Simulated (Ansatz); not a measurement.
Reaction (redistribution): `[OH][Sn][F]` + `CC1=CC(C)=[O+][Ti-]([CH3])([CH3])([CH3])[O]1` → `CC1=CC(C)=[O+][Sn-]([OH])[O]1` + `[CH3][Ti]([CH3])([CH3])[F]`

Calculated with Ansatz (gas phase, PBE0-D4/def2-TZVP geometries, no zero-point term in ΔE). CCSD(T)/CBS is the MP2 limit (def2-TZVPP, def2-QZVPP) plus CCSD(T) − MP2 in def2-TZVPP, frozen cores. Functionals use def2-TZVPP. def2 core potentials past Kr. For Sn, Ti outer-core shells are correlated without core-valence functions, which leaves a few kJ/mol of doubt a bond. Scalar relativity is left out up to krypton. One conformer a species, not always the lowest.

```
        level  ΔE (kcal/mol)
    revPBE-D4          -12.3
   r2SCAN0-D4          -11.3
          PBE          -11.3
HF/def2-QZVPP          -12.5
```

What does CCSD(T)/CBS give? (Best estimate.)

Computed: -7.9 kcal/mol. The listed levels differ from it by -4.4, -3.4, -3.4, -4.6 kcal/mol.

Largest T1 diagnostic among the species: 0.020, so the coupled-cluster value is less sure than usual.

At CCSD(T), def2-SVP lies +1.0 kcal/mol from the extrapolated value and def2-TZVPP −0.6 kcal/mol. In def2-TZVPP, CCSD(T) changes the Hartree–Fock value by +4.2 kcal/mol (the triples alone add +1.0 kcal/mol) and MP2 by +3.9 kcal/mol.
